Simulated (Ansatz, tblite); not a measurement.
Cost and result up the ladder for Ge22PH32 (55 atoms). Charge 0, multiplicity 2. Geometry: PBE-D4/def2-SVP.

```xyz
55

Ge    1.058   -0.589    4.131
Ge    0.963   -3.623    0.984
Ge   -4.831   -0.839   -1.155
Ge   -2.056   -3.564   -1.550
P    -1.436   -0.655    0.965
Ge    0.468    1.798   -0.442
Ge    2.305    0.289    0.291
Ge   -1.493    0.155   -3.100
Ge    1.961    3.091    2.818
Ge    3.831    3.622   -0.748
Ge    1.625   -2.290   -2.736
Ge   -1.254   -0.627    3.322
Ge   -3.766   -0.323    0.991
Ge   -0.141    3.120    1.550
Ge   -1.384   -2.997    0.734
Ge    2.555    0.713    2.702
Ge    2.274   -2.068   -0.380
Ge   -4.461   -3.180   -1.755
Ge   -3.899    0.547   -2.937
Ge   -0.794   -2.187   -3.134
Ge    1.625    3.499   -1.819
Ge    4.374    1.237   -0.661
Ge    3.602    4.414    1.562
H     1.026    0.029    5.562
H     1.567   -2.053    4.266
H     1.158   -5.068    0.434
H     1.427   -3.604    2.468
H    -6.356   -0.545   -0.999
H    -1.701   -5.065   -1.797
H    -0.788    0.861   -1.829
H    -0.912    0.865   -4.363
H     1.833    3.602    4.289
H     4.880    4.488   -1.516
H     2.162   -3.650   -3.278
H     2.306   -1.154   -3.558
H    -2.012   -1.862    3.900
H    -1.994    0.654    3.805
H    -4.413   -1.178    2.126
H    -3.971    1.180    1.343
H    -1.311    2.512    2.376
H    -0.550    4.564    1.132
H    -2.325   -3.681    1.778
H     4.028    0.458    3.150
H     3.768   -2.527   -0.299
H    -5.230   -4.127   -0.789
H    -4.963   -3.446   -3.205
H    -4.598    0.185   -4.280
H    -4.158    2.056   -2.652
H    -1.072   -2.749   -4.565
H     1.803    3.044   -3.300
H     0.867    4.860   -1.823
H     4.642    0.676   -2.091
H     5.605    0.903    0.233
H     3.168    5.911    1.575
H     4.986    4.321    2.272
```

Ansatz on 11 threads of AMD EPYC 7R13 on a shared host and a whole NVIDIA H100 80GB HBM3; xTB runs through tblite on one thread. Times are rough, summed over both states, and most runs start from the orbitals of an earlier one. PBE0-D4/def2-SVP serves as the yardstick here, not as an exact answer. The other state is a singlet, and no other spin of it was run.

The xTB rows come from tblite. B3LYP takes the VWN-RPA correlation. Single mean-field runs in def2-SVP are fitted with def2-universal-jkfit.

Raw xTB energies of ions are shifted by several eV, and xTB has no spin-polarisation term.

| level | functions | vertical IE (eV) | difference from PBE0-D4/def2-SVP (eV) |
| --- | --- | --- | --- |
| GFN2-xTB | 239 | 10.08 | 3.88 |
| PBE0-D4/def2-SVP (with forces) | 882 | 6.20 | 0.00 |
| GFN1-xTB | 271 | 11.75 | 5.55 |
| PBE-D4/def2-SVP (with forces) | 882 | 6.02 | -0.18 |
| B3LYP-D4/def2-SVP | 882 | 6.16 | -0.04 |

**Question.** Estimate how long each takes.

**Answer.** GFN1-xTB 1.6 s; GFN2-xTB 1.8 s; PBE-D4/def2-SVP (with forces) 18 s; B3LYP-D4/def2-SVP 33 s; PBE0-D4/def2-SVP (with forces) 43 s. On shared hardware such times vary by a factor of up to 3.
